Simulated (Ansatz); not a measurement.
`O[Si]1(Cl)CO1` and `CO[Si]1(Cl)CO1` differ in one atom or group.

Ansatz, PBE0-D4/def2-TZVP geometries, multiplicity 1. Each molecule was computed in one conformer, which needn't be the lowest.

```
                               property  `O[Si]1(Cl)CO1`
      LUMO energy (PBE/def2-TZVPP) / eV            -1.02
HOMO–LUMO gap (ωB97M-V/def2-TZVPP) / eV            11.79
  HOMO energy (ωB97M-V/def2-TZVPP) / eV           -10.12
    LUMO energy (B3LYP/def2-TZVPP) / eV            -0.37
  LUMO energy (ωB97M-V/def2-TZVPP) / eV             1.67
    HOMO–LUMO gap (PBE/def2-TZVPP) / eV             5.45
```

(1) Give the same properties after the change, and the shifts. (An estimate is asked.)

Results:

(1) Computed: 
```csv
property,`CO[Si]1(Cl)CO1`,shift
LUMO energy (PBE/def2-TZVPP) / eV,-0.77,0.25
HOMO–LUMO gap (ωB97M-V/def2-TZVPP) / eV,12.12,0.33
HOMO energy (ωB97M-V/def2-TZVPP) / eV,-9.98,0.14
LUMO energy (B3LYP/def2-TZVPP) / eV,-0.03,0.34
LUMO energy (ωB97M-V/def2-TZVPP) / eV,2.14,0.47
HOMO–LUMO gap (PBE/def2-TZVPP) / eV,5.56,0.11
```

With PBE0 the HOMO rises by 0.14 eV and the LUMO rises by 0.29 eV, so the gap widens by about 0.15 eV. PBE moves the HOMO by 0.13 eV and ωB97M-V by 0.14 eV.

B3LYP here is the variant with VWN-RPA as its local correlation; programs differ in this.
